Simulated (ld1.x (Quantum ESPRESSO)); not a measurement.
# Configuration tests for bismuth (Bi) (TM)

| Item | Value |
| --- | --- |
| Element | Bi |
| Generator | ld1.x (Quantum ESPRESSO) 7.5 |
| Type | norm-conserving Troullier–Martins (Kleinman–Bylander form) |
| Functional | PBEsol |
| Relativity | scalar-relativistic |
| Frozen core | [Xe] 4f14 |
| Valence charge | 15 |
| Reference configuration | 5d10 6s2 6p0 (charge +3) |
| Partial waves | 6s (bound): rc 1.35 bohr; 6p (bound, empty): rc 2.35 bohr; 5d (bound): rc 1.60 bohr |
| Local potential | all-electron potential smoothed inside 1.60 bohr (lloc = -2) |
| Core correction | Bessel-smoothed model core inside 1.40 bohr |

Energies are relative to the spin-unpolarised reference configuration 5d10 6s2 6p0; without spin polarisation the order of configurations can differ from experiment.

| valence configuration | charge | ΔE all-electron (eV) | error AE − PS (meV) |
| --- | --- | --- | --- |
| 5d10 6s2 6p3 | 0 | -46.596 | +61 |
| 5d10 6s2 6p2 | +1 | -38.647 | +37 |
| 5d10 6s2 6p1 | +2 | -23.357 | +15 |
| 5d9 6s2 6p4 | 0 | -22.434 | -267 |
| 5d9 6s2 6p3 | +1 | -13.284 | -194 |
| 5d10 6s2 6p2.5 | +0.5 | -43.483 | +50 |
| 5d10 6s1 6p0 | +4 | 45.478 | +33 |

Note: ghost state, extra bound levels that the all-electron valence spectrum of the same l lacks: s at -34.0 eV. A true bound ghost makes a file unfit for plane-wave use.
